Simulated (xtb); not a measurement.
Here is a job for xtb.
```
$ xtb mol.xyz --gfn 2 --uhf 1 --opt --json

# file mol.xyz
3

Sb     1.05936753     0.52052545     0.28484373
I     -0.88366730     1.26651599    -1.52704539
I     -0.13183228    -1.78529585     1.23425508
```

### Question
Give the dipole moment at the level GFN2-xTB (xtb).

### Answer
7.79 D

### Question
Predict the total energy at the end of the optimisation from GFN2-xTB.

### Answer
-9.9458 Eh
